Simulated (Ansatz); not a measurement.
Al(PF3)H3 (AlPH₃F₃), 8 atoms. Hardware: 2 threads of Intel Xeon Platinum 8375C on a shared host.

Correlated methods freeze 13 core orbitals.

Task: How many basis functions does each of these Ansatz runs have, and roughly what does it cost? PBE-QIDH/def2-TZVP, charge 0 singlet, energy, from earlier orbitals; BHLYP-D4/def2-TZVP, charge 0 singlet, energy, from earlier orbitals; PBE-D4/def2-SVP, charge 0 singlet, energy, from earlier orbitals; PBE-D4/def2-TZVP, charge 0 singlet, energy and forces, from earlier orbitals; PBE0-D4/def2-TZVP, charge 0 singlet, energy, from earlier orbitals; PBE0-D4/def2-SVP, charge 0 singlet, energy, from earlier orbitals; CCSD(T)/def2-SVP, charge 0 singlet, energy, from earlier orbitals; PBE0-D4/def2-SVP, charge 0 singlet, energy with a search over starts; B3LYP-D4/def2-SVP, charge 0 singlet, relaxation, 6 steps; CAM-B3LYP-D4/def2-TZVP, charge 0 singlet, energy, from earlier orbitals; r2SCAN-D4/def2-TZVP, charge 0 singlet, energy, from earlier orbitals; MP2/def2-TZVP, charge 0 singlet, energy, from earlier orbitals.

Result: Other jobs shared the machine, so times can vary by a factor of up to 3. A dash marks memory too small to be measured apart from the calling script's.

```tsv
run	functions	fitting or Cholesky vectors	wall time	peak host memory (GiB)
PBE-D4/def2-SVP, charge 0 singlet, energy, from earlier orbitals	93	1018	1.1 s	–
PBE0-D4/def2-SVP, charge 0 singlet, energy, from earlier orbitals	93	857	1.3 s	–
PBE0-D4/def2-SVP, charge 0 singlet, energy with a search over starts	93	857	1.7 s	–
PBE-D4/def2-TZVP, charge 0 singlet, energy and forces, from earlier orbitals	185	1129	2.4 s	–
PBE0-D4/def2-TZVP, charge 0 singlet, energy, from earlier orbitals	185	1161	2.6 s	–
MP2/def2-TZVP, charge 0 singlet, energy, from earlier orbitals	185	1217	2.6 s	–
BHLYP-D4/def2-TZVP, charge 0 singlet, energy, from earlier orbitals	185	1266	2.8 s	–
CAM-B3LYP-D4/def2-TZVP, charge 0 singlet, energy, from earlier orbitals	185	1141	3 s	–
r2SCAN-D4/def2-TZVP, charge 0 singlet, energy, from earlier orbitals	185	1129	3.2 s	–
CCSD(T)/def2-SVP, charge 0 singlet, energy, from earlier orbitals	93	857	3.9 s	–
PBE-QIDH/def2-TZVP, charge 0 singlet, energy, from earlier orbitals	185	1217	4.7 s	–
B3LYP-D4/def2-SVP, charge 0 singlet, relaxation, 6 steps	93	931	11 s	–
```
